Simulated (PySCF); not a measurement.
**The second ionisation energy along the 5p block**

All values are computed (PySCF 2.14, energy differences of UHF-based or UKS calculations, no spin-orbit coupling). Values in eV. The last column holds reference values (NIST; (s) semi-empirical, (t) theoretical, else measured). Unmarked ones compare directly (S terms, centres of terms, or small fine structure); those marked * lie between the lowest fine-structure levels and include a spin-orbit shift.

```
                       element                         configurations     UHF  MP2 (valence)  SCS-MP2 (valence)  CCSD (valence)  CCSD(T) (valence)         reference
In (x2c-SVPall, spin-free X2C)          [Kr] 4d10 5s2 → [Kr] 4d10 5s1  17.126         17.682             17.794          17.966             17.966            18.870
Sn (x2c-SVPall, spin-free X2C)      [Kr] 4d10 5s2 5p1 → [Kr] 4d10 5s2  13.747         13.863             13.844          13.920             13.929            14.282
Sb (x2c-SVPall, spin-free X2C)  [Kr] 4d10 5s2 5p2 → [Kr] 4d10 5s2 5p1  16.036         16.241             16.187          16.267             16.272  16.626 ± 0.025 *
Te (x2c-SVPall, spin-free X2C)  [Kr] 4d10 5s2 5p3 → [Kr] 4d10 5s2 5p2  18.445         18.730             18.630          18.698             18.701      18.6 ± 0.4 *
Xe (x2c-SVPall, spin-free X2C)  [Kr] 4d10 5s2 5p5 → [Kr] 4d10 5s2 5p4  20.245         20.738             20.712          20.734             20.739      20.975 (s) *
```

"Valence" correlates the outer s and p shells and, in groups 3 to 12 and the f block, the outer d or f shell, open or full, or the next shell where the ion has no valence electron left; the wider scheme adds the next inner shell.
